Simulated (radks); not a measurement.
The vanadium ion V3+, 20 electrons, occupied as [Ar] 4s2 (not the ground configuration). All-electron calculation, scalar-relativistic Kohn-Sham, PBE, spin-unpolarised, spherical densities, finite nucleus; Fermi nuclear charge, rms radius 3.6002 fm. Program: a radial shooting solver on a logarithmic mesh with Libxc functionals.

Normalised radial functions P(r) = r R(r), r in bohr:

| r | 1s | 3s | 3p |
|---|---|---|---|
| 0.008995 | 1.6213 | 0.1872 | 0.0111 |
| 0.01171 | 1.9760 | 0.2271 | 0.0181 |
| 0.01513 | 2.3516 | 0.2681 | 0.0288 |
| 0.01954 | 2.7358 | 0.3077 | 0.0454 |
| 0.02525 | 3.0910 | 0.3394 | 0.0705 |
| 0.03287 | 3.3701 | 0.3534 | 0.1091 |
| 0.04246 | 3.4884 | 0.3352 | 0.1626 |
| 0.05485 | 3.3925 | 0.2703 | 0.2350 |
| 0.07085 | 3.0454 | 0.1456 | 0.3262 |
| 0.09226 | 2.4466 | -0.0482 | 0.4327 |
| 0.1192 | 1.7310 | -0.2794 | 0.5291 |
| 0.154 | 1.0350 | -0.5000 | 0.5850 |
| 0.1989 | 0.4990 | -0.6245 | 0.5533 |
| 0.259 | 0.1761 | -0.5512 | 0.3796 |
| 0.3345 | 0.0448 | -0.2308 | 0.0559 |
| 0.4321 | 0.0072 | 0.2833 | -0.3774 |
| 0.5582 | 0.0007 | 0.8173 | -0.8061 |
| 0.7268 | 0.0000 | 1.1495 | -1.0828 |
| 0.9388 | 0.0000 | 1.1155 | -1.0772 |
| 1.213 | 0.0000 | 0.7991 | -0.8278 |
| 1.567 | 0.0000 | 0.4194 | -0.4867 |
| 2.04 | 0.0000 | 0.1499 | -0.2057 |
| 2.635 | 0.0000 | 0.0361 | -0.0617 |
| 3.404 | 0.0000 | 0.0051 | -0.0116 |
| 4.397 | 0.0000 | 0.0004 | -0.0012 |
| 5.725 | 0.0000 | 0.0000 | -0.0001 |
| 7.396 | 0.0000 | 0.0000 | 0.0000 |

1s: eigenvalue -5417.2 eV, 0 radial nodes, <r> = 0.0664 bohr, 90 % of the charge inside 0.119 bohr. 3s: eigenvalue -119.48 eV, 2 radial nodes at r = 0.0870, 0.378 bohr, <r> = 0.912 bohr, 90 % of the charge inside 1.35 bohr. 3p: eigenvalue -92.371 eV, 1 radial node at r = 0.347 bohr, <r> = 0.953 bohr, 90 % of the charge inside 1.45 bohr.
